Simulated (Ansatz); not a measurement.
Molecule: HO (charge +1, triplet). 
Structure (B3LYP-D3(BJ)/def2-TZVP (Ansatz, a first-principles code) minimum search):
```
O
H 1 1.0408
```
Charge +1, spin multiplicity 3.

Computed values are from Ansatz. Cores are frozen in the correlated levels unless marked. Open shells are spin-unrestricted. No spin-orbit coupling. No relativistic terms. CBS(X,Y): correlation extrapolated as X^-3; Hartree-Fock from the larger set (for Q and 5 zeta extrapolated as (X+1)exp(-9√X)).

Q: What is the vertical electron affinity (to the doublet; negative means unbound) at CCSD(T)/CBS(aug-cc-pVTZ,aug-cc-pVQZ)?

A: 12.94 eV.

Q: What is the total energy at CCSD(T)/CBS(cc-pVQZ,cc-pV5Z)?

A: -75.1967 Eh.

Q: What is the vertical ionisation energy (to the quartet) at CCSD(T)/CBS(aug-cc-pVTZ,aug-cc-pVQZ)?

A: 29.88 eV.

Q: What is the T1 diagnostic at CCSD/cc-pV5Z?

A: 0.009.
